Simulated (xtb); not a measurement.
Job for xtb: GFN-FF on CH4N2 (a complex), monomers drawn apart or pushed together.

```
$ xtb mol.xyz --gfnff --sp --chrg 0 --uhf 0
7

N     -0.31427800     0.02623652     0.01268526
H     -1.18799914     0.43655034    -0.29924487
H      0.43631362     0.58911489    -0.37307976
H     -0.24708554    -0.89372789    -0.40943434
C     -0.16635423    -0.10804611     2.95722227
N     -0.11028754    -0.15889579     4.10240351
H     -0.21980917    -0.05970222     1.87326139
```

Program output:

```
[...]
           -------------------------------------------------
          |                Calculation Setup                |
           -------------------------------------------------



molecular fragmentation (1/2 indicates fragments):
1111222
# atoms in fragment 1/2:     4     3
 fragment masses (1/2) :       17.03       27.03
CMA distance (Bohr)    :   6.750
constraining FC (au)   :  0.0500

          ==================== Thresholds ====================
          CN  :   150.00000
          rep :   500.00000
          disp:  2500.00000
          HB1 :   250.00000
          HB2 :   450.00000

          Pauling EN used:
          Z : 1  EN :  2.20
          Z : 6  EN :  2.55
          Z : 7  EN :  3.04
          electric field strengths (au): 0.000

           -------------------------------------------------
          |           Force Field Initialization            |
           -------------------------------------------------

          distances ...
          ----------------------------------------
          generating topology and atomic info file ...
          pair mat ...
          computing topology distances matrix with Floyd-Warshall algo ...
          making topology EEQ charges ...
          #fragments for EEQ constrain: 2
          ----------------------------------------
          generating topology and atomic info file ...
          pair mat ...
          computing topology distances matrix with Floyd-Warshall algo ...
          making topology EEQ charges ...
          rings ...
          # BATM   0
          # H in HB   4
          doing iterative Hueckel for 1 subsystem(s) ...

  atom   neighbors  erfCN metchar sp-hybrid imet pi  qest     coordinates
    1  N       3    2.79   0.00         3    0    0  -0.424   -0.593899    0.049580    0.023972
    2  H       1    0.98   0.00         0    0    0   0.141   -2.244993    0.824961   -0.565491
    3  H       1    0.98   0.00         0    0    0   0.141    0.824513    1.113266   -0.705019
    4  H       1    0.98   0.00         0    0    0   0.141   -0.466924   -1.688901   -0.773719
    5  C       2    1.92   0.00         1    0    1   0.080   -0.314364   -0.204178    5.588340
    6  N       1    0.98   0.00         1    0    1  -0.197   -0.208413   -0.300270    7.752419
    7  H       1    0.97   0.00         0    0    0   0.117   -0.415379   -0.112821    3.539951

          #atoms :   7
          #bonds :   5
          #angl  :   4
          #tors  :   1
          #nmol  :   2
          #optfrag :   2
           -------------------------------------------------
          |                   G F N - F F                   |
          |          A general generic force-field          |
          |                  Version 1.0.3                  |
           -------------------------------------------------
          Number of HB bonds (bound hydrogen)     30
          Number of HB bonds (unbound hydrogen)   42
          Number of XB bonds                      0

 E+G (total)                   0 d,  0 h,  0 min,  0.000 sec
 distance/D3 list               ...        0 min,  0.000 sec (  0.938%)
 non bonded repulsion           ...        0 min,  0.000 sec ( 16.909%)
 dCN                            ...        0 min,  0.000 sec (  8.395%)
 EEQ energy and q               ...        0 min,  0.000 sec (  8.656%)
 D3                             ...        0 min,  0.000 sec ( 12.479%)
 EEQ gradient                   ...        0 min,  0.000 sec (  6.734%)
 bonds                          ...        0 min,  0.000 sec (  7.608%)
 bend and torsion               ...        0 min,  0.000 sec (  6.212%)
 bonded ATM                     ...        0 min,  0.000 sec (  0.515%)
Note: The following floating-point exceptions are signalling: IEEE_UNDERFLOW_FLAG IEEE_DENORMAL
normal termination of xtb
 HB/XB (incl list setup)        ...        0 min,  0.000 sec ( 24.427%)

         :::::::::::::::::::::::::::::::::::::::::::::::::::::
         ::                     SUMMARY                     ::
         :::::::::::::::::::::::::::::::::::::::::::::::::::::
         :: total energy              -1.205078137868 Eh    ::
         :: gradient norm              0.037171266937 Eh/a0 ::
         ::.................................................::
         :: bond energy               -1.216719159257 Eh    ::
         :: angle energy               0.000478088265 Eh    ::
         :: torsion energy             0.000030549369 Eh    ::
         :: repulsion energy           0.067660583330 Eh    ::
         :: electrostat energy        -0.049981611441 Eh    ::
         :: dispersion energy         -0.001415005475 Eh    ::
         :: HB energy                 -0.005131582659 Eh    ::
         :: XB energy                  0.000000000000 Eh    ::
         :: bonded atm energy          0.000000000000 Eh    ::
         :: external energy            0.000000000000 Eh    ::
         :: add. restraining           0.000000000000 Eh    ::
         :: total charge              -0.000000000000 e     ::
         :::::::::::::::::::::::::::::::::::::::::::::::::::::

           -------------------------------------------------
          |                Property Printout                |
           -------------------------------------------------

molecular dipole:
                 x           y           z       tot (Debye)
 q only:       -0.067       0.062      -1.362       3.470

           -------------------------------------------------
          | TOTAL ENERGY               -1.205078137868 Eh   |
          | GRADIENT NORM               0.037171266937 Eh/α |
           -------------------------------------------------
########################################################################
[WARNING] Runtime exception occurred
-1- gfnff_setup: Could not read topology file.
########################################################################

------------------------------------------------------------------------
------------------------------------------------------------------------
 total:
 SCF:
```

The run finished.

Cost: very roughly 0.020 core-seconds.
